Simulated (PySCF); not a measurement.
Dipole response of Cl- (chlorine, charge -1)

[Ar], closed-shell 1S. All numbers are calculated (PySCF 2.14, scalar relativity by spin-free X2C-1e, in x2c-TZVPPall with one added diffuse shell each of s, p, d type (6s6p4d1f, 51 functions)). Coupled (time-dependent) response in atomic units; α is the mean over directions.

| method | mean α (bohr³) | C₆ (like pair) | S(−4) |
| --- | --- | --- | --- |
| UHF | 26.46 | 233.9 | 168.4 |
| PBE0 | 29.56 | 271.3 | 224.2 |
| r2SCAN0 | 29.17 | 271.9 | 206.9 |

S(−4) is the Cauchy moment in α(ω) = α(0) + S(−4) ω² + …

α(iu) at PBE0:

```json
{"u (hartree)": "0", "α(iu) (bohr³)": "29.56"}
{"u (hartree)": "0.0500", "α(iu) (bohr³)": "29.02"}
{"u (hartree)": "0.100", "α(iu) (bohr³)": "27.54"}
{"u (hartree)": "0.200", "α(iu) (bohr³)": "23.22"}
{"u (hartree)": "0.300", "α(iu) (bohr³)": "18.82"}
{"u (hartree)": "0.500", "α(iu) (bohr³)": "12.22"}
{"u (hartree)": "0.750", "α(iu) (bohr³)": "7.533"}
{"u (hartree)": "1.00", "α(iu) (bohr³)": "5.012"}
{"u (hartree)": "1.50", "α(iu) (bohr³)": "2.639"}
{"u (hartree)": "2.00", "α(iu) (bohr³)": "1.621"}
{"u (hartree)": "3.00", "α(iu) (bohr³)": "0.7987"}
{"u (hartree)": "5.00", "α(iu) (bohr³)": "0.3294"}
```

For an ion, C₆ is the dispersion term alone; charge-induced terms of lower order in 1/R come first.
